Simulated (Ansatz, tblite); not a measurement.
Cost and result up the ladder for the cluster W₃O₉⁻ (the lowest doublet isomer of a short search) (12 atoms). Total charge -1; doublet. Geometry: PBE-D4/def2-SVP.

```xyz
12

W     0.1577    0.3198   -1.5564
W     2.1930    0.0720    0.4545
W    -0.4534   -0.3295    1.4951
O     0.4139   -0.6079   -3.2405
O    -1.2217   -0.0402   -0.2532
O    -0.6601   -2.0203    1.7552
O     1.4302   -0.0362    2.1399
O    -2.0456    0.6061    2.1270
O    -0.9904   -0.7058   -2.7563
O    -0.0347    1.9975   -1.8991
O    -0.9459    0.5905    3.1302
O     2.1569    0.1540   -1.3964
```

Ansatz on 4 threads of Arm Neoverse N1 on a shared host; xTB runs through tblite on one thread. Times are rough, summed over both states, and most runs start from the orbitals of an earlier one. PBE0-D4/def2-SVP serves as the yardstick here, not as an exact answer. The other state is a quartet at its own geometry.

In the def2 sets W takes a core potential; there is no spin–orbit coupling. The xTB rows come from tblite. B3LYP takes the VWN-RPA correlation. The structure holds 2 bonds between oxygen atoms, so isomers without such links may lie far lower. The structure comes from a short search, and lower isomers may exist.

Run but left out: MP2/def2-SVPD (doublet: ⟨S²⟩ 0.93, where a pure state has 0.75).

xTB has no spin-polarisation term.

```csv
level,functions,quartet − doublet (eV),difference from PBE0-D4/def2-SVP (eV)
B3LYP-D4/def2-SVP,222,0.24,0.13
GFN1-xTB,63,2.33,2.23
PBE0-D4/def2-SVP,222,0.10,0.00
GFN2-xTB,63,2.37,2.27
PBE-D4/def2-SVP (with forces),222,0.23,0.13
B97M-V/def2-SVP,222,0.18,0.08
r2SCAN-D4/def2-SVP,222,0.12,0.01
```

Task: Estimate how long each takes.

Result: GFN1-xTB 0.041 s; GFN2-xTB 0.073 s; PBE-D4/def2-SVP (with forces) 44 s; B3LYP-D4/def2-SVP 70 s; PBE0-D4/def2-SVP 80 s; B97M-V/def2-SVP 3.1 min; r2SCAN-D4/def2-SVP 3.3 min. On shared hardware such times vary by a factor of up to 3.
